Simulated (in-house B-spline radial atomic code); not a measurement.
Orbital energies and mean radii along the 28-electron series, configuration [Ar] 3d10. The effective charge is n√(-2ε), a non-relativistic measure. Computed with an all-electron radial atomic-structure program (B-spline basis): non-relativistic Hartree-Fock, average of the configuration, point nuclei.

This level leaves out relativity, spin-orbit splitting included, which matters for heavy ions.

```csv
ion,Z,energy of 1s (Eh),mean radius of 1s (bohr),energy of 2p (Eh),mean radius of 2p (bohr),effective charge of 1s
Sn22+,50,-1065.64,0.030416,-170.38,0.11194,46.166
Sb23+,51,-1111.75,0.029813,-179.59,0.10952,47.154
Te24+,52,-1158.86,0.029232,-189.05,0.1072,48.143
I25+,53,-1206.98,0.028674,-198.76,0.10497,49.132
Xe26+,54,-1256.09,0.028137,-208.72,0.10283,50.122
Cs27+,55,-1306.21,0.02762,-218.94,0.10078,51.112
Ba28+,56,-1357.32,0.027121,-229.4,0.098807,52.102
La29+,57,?,?,?,?,?
Ce30+,58,-1462.55,0.026176,-251.08,0.095082,54.084
Pr31+,59,-1516.67,0.025728,-262.3,0.093322,55.076
Nd32+,60,?,?,?,?,?
Pm33+,61,-1627.91,0.024875,-285.49,0.089988,57.06
Sm34+,62,?,?,?,?,?
Eu35+,63,-1743.14,0.024078,-309.69,0.086883,59.045
```

(1) Fill in the row of La29+.

(2) Fill in the row of Nd32+.

(3) Fill in the row of Sm34+.

(4) How does the screening of 1s change?

Answers

(1) energy of 1s (Eh): -1409.44; mean radius of 1s (bohr): 0.02664; energy of 2p (Eh): -240.12; mean radius of 2p (bohr): 0.096909; effective charge of 1s: 53.093.

(2) energy of 1s (Eh): -1571.79; mean radius of 1s (bohr): 0.025294; energy of 2p (Eh): -273.77; mean radius of 2p (bohr): 0.091625; effective charge of 1s: 56.068.

(3) energy of 1s (Eh): -1685.02; mean radius of 1s (bohr): 0.02447; energy of 2p (Eh): -297.46; mean radius of 2p (bohr): 0.088409; effective charge of 1s: 58.052.

(4) Z less the effective charge goes from 3.83 at Z = 50 to 3.96 at Z = 63.
